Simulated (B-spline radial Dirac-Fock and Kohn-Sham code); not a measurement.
**Relativistic shifts of the levels of Sb⁵⁺**

System: the Sb⁵⁺ ion, configuration [Kr] 4d10.

Both columns are ΔSCF binding energies of the configuration average from a B-spline atomic structure program: non-relativistic Hartree-Fock with a point nucleus, and Dirac-Fock with a finite nucleus and the Coulomb interaction alone, averaged over the two j levels with weights 2j+1.

| shell | Hartree-Fock (eV) | Dirac-Fock (eV) | shift (eV) | shift (%) |
| --- | --- | --- | --- | --- |
| 1s | 29537.8 | 30663.0 | +1125.15 | +3.81 |
| 2s | 4508.8 | 4785.4 | +276.60 | +6.13 |
| 2p | 4213.1 | 4294.1 | +81.02 | +1.92 |
| 3s | 959.5 | 1018.5 | +58.97 | +6.15 |
| 3p | 835.9 | 854.4 | +18.51 | +2.21 |
| 3d | 608.5 | 601.1 | -7.37 | -1.21 |
| 4s | 217.8 | 229.8 | +12.03 | +5.52 |
| 4p | 174.2 | 177.6 | +3.41 | +1.96 |
| 4d | 99.52 | 98.42 | -1.11 | -1.11 |

Relativity binds 1s, 2s, 2p, 3s, 3p, 4s, 4p more strongly, among those listed most of all 3s in relative terms, and 3d, 4d more weakly, because the contracted s and p shells screen the nucleus better.

Values without a named source are computed, but for edge energies of neutral atoms, which are taken from tables.
